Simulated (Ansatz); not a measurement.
The same silylene loss along the group B, Al, Ga, In.

Gas-phase electronic energies from Ansatz, PBE0-D4/def2-TZVP geometries. CCSD(T)/CBS is the MP2 limit (def2-TZVPP, def2-QZVPP) plus CCSD(T) − MP2 in def2-TZVPP, frozen cores. This one scheme is used for every species. DFT in def2-TZVPP. Elements past krypton have def2 core potentials. For Ga, In outer-core shells are correlated without core-valence functions, which leaves a few kJ/mol of doubt a bond. Scalar relativity is left out up to krypton. One conformer a species, not always the lowest.

| reaction | CCSD(T)/CBS(def2) (eV) |
| --- | --- |
| `[SiH3]OB(Cl)Cl` → `OB(Cl)Cl` + `[SiH2]` | 3.36 |
| `[SiH3][O][Al]([Cl])[Cl]` → `[OH][Al]([Cl])[Cl]` + `[SiH2]` | 3.56 |
| `[SiH3][O][Ga]([Cl])[Cl]` → `[OH][Ga]([Cl])[Cl]` + `[SiH2]` | 3.46 |
| `[SiH3][O][In]([Cl])[Cl]` → `[OH][In]([Cl])[Cl]` + `[SiH2]` | ? |

Fill in the missing values. (Best estimate.)

The calculation gave: `[SiH3][O][In]([Cl])[Cl]` → `[OH][In]([Cl])[Cl]` + `[SiH2]`: +3.48 eV.

Largest T1 diagnostic: 0.014, for `[OH][In]([Cl])[Cl]`.
